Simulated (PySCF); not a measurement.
**How methods differ on the ionisation energy of Tl⁶⁸⁺**

Tl⁶⁸⁺ [Ne] 3s2 3p1 (2P) → Tl⁶⁹⁺ [Ne] 3s2 (1S), as a difference of total energies. All numbers are calculated (PySCF 2.14, scalar relativity by spin-free X2C-1e, in an even-tempered Gaussian basis (17 s from 20 bohr⁻², ratio 2.5; 12 p from 26 bohr⁻², ratio 2.5; 4 d from 100 bohr⁻², ratio 2.7; 4 f from 150 bohr⁻², ratio 2.7)). Correlated levels: outer shells: 1s2 frozen; virtual orbitals above 40 to 60 times the deepest correlated orbital energy dropped. The calculations carry no spin-orbit coupling.

```
                method  ionisation energy (eV)
                   UHF                  8029.8
                   LDA                  8031.2
                   PBE                  8033.4
                  PBE0                  8032.8
                r2SCAN                  8032.7
                  BLYP                  8034.8
                  PW91                  8034.6
    MP2 (outer shells)                  8030.6
SCS-MP2 (outer shells)                  8030.4
```

A first-order spin-orbit estimate (lowest level to lowest level, LS coupling) adds 341.1 eV.

Breit and QED terms and the two-electron picture change are absent.

First order in ζ underestimates the shift of j = l − 1/2 levels at high Z.

For comparison: 8420 ± 50 eV (theoretical estimate listed by NIST; NIST Atomic Spectra Database, ionization energies).
